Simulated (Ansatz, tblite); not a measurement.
Forces on the cluster Be2O3 at its PBE-D4/def2-TZVP geometry. The state is a singlet with charge 0.

The xTB rows come from tblite. The structure holds 1 bond(s) between oxygen atoms. The restricted singlet is unstable towards broken spin symmetry in Hartree–Fock (as tested in another run); at PBE-D4/def2-TZVP this wasn't settled. Another isomer (singlet) lies 0.83 eV lower at PBE0-D4/def2-TZVP; other spin states weren't run for this one.

GFN1-xTB (tblite), largest force 3.32 eV/Å:

```xyz
5
positions Å, forces eV/Å
Be   -0.883    0.055   -0.205   -1.480    0.670   -0.912
Be    0.687   -0.360    0.471    1.786   -0.192    0.495
O     0.314    1.180   -0.006    0.269   -2.510   -2.159
O    -0.622   -0.969    0.849   -0.042   -0.067    0.057
O     0.502    0.093   -1.109   -0.532    2.099    2.519
```

GFN2-xTB (tblite), largest force 2.75 eV/Å:

```
Be -0.927 0.581 -0.730
Be 1.295 -0.006 0.227
O 0.118 -2.215 -1.629
O 0.052 0.081 -0.072
O -0.538 1.559 2.203
```

PBE-D4/def2-TZVP (Ansatz), largest force 0.00 eV/Å:

```
Be 0.001 0.000 0.001
Be -0.001 0.001 0.000
O 0.001 0.000 0.000
O 0.000 -0.001 -0.001
O 0.000 0.000 0.000
```
